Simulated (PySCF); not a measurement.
Electron correlation in Hf (hafnium, neutral)

[Xe] 4f14 5d2 6s1 6p1, one real determinant (an excited configuration). All numbers are calculated (PySCF 2.14, the spin-free X2C one-electron Hamiltonian (Gaussian nucleus), in x2c-TZVPPall). Frozen: [Xe] 4f14; 4 electrons correlated.

| level | correlation energy (mhartree) |
| --- | --- |
| CCSD | -25.88 |
| (T) | -1.77 |
| CCSD(T) | -27.65 |

Diagnostics: T1 = 0.028, D1 = 0.0744, largest double amplitude 0.231.

The real determinant used has ⟨L²⟩ near 14 against 20 for a pure G term, so it mixes terms. Spin-orbit coupling, absent here, splits the open shell strongly. A double-excitation amplitude exceeds 0.15, a sign of near-degeneracy.

Cost of the coupled-cluster step: roughly 6 core-seconds, for 4 correlated electrons.

The basis was made for the ground configuration and has no added diffuse functions, which can raise the energy of the promoted electron.

The reference is one real determinant that mixes LS terms of this configuration.
